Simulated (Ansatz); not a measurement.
Reactions of `N#CC=O`.

Computed with Ansatz on PBE0-D4/def2-TZVP structures; ΔE is electronic, products minus reactants. CCSD(T)/CBS adds triple-zeta CCSD(T) − MP2 to the extrapolated MP2 energy (def2 sets, frozen cores). This one scheme is used for every species. Functionals use def2-TZVPP. For Ga outer-core shells are correlated without core-valence functions, which leaves a few kJ/mol of doubt a bond. Scalar relativity is left out up to krypton. Each species was taken in one conformer, which may not be the lowest.

| reaction | CCSD(T)/CBS(def2) (kcal/mol) |
| --- | --- |
| `N#CC=O` + silanol → `N#CO[SiH3]` + `C=O` | 14.2 |
| `N#CC=O` + `C[SiH](N)N` → `C[SiH](N)NC#N` + `C=O` | 1.3 |
| `N#CC=O` + `OC=S` → `O=COC=S` + `C#N` | ? |
| `N#CC=O` + `[SH][GaH2]` → `O=C[S][GaH2]` + `C#N` | -5.7 |

(1) Fill in the missing values. (An estimate is asked.)

Largest T1 diagnostic: 0.018, for `O=COC=S`.

Answers

(1) Computed: `N#CC=O` + `OC=S` → `O=COC=S` + `C#N`: -9.3 kcal/mol.
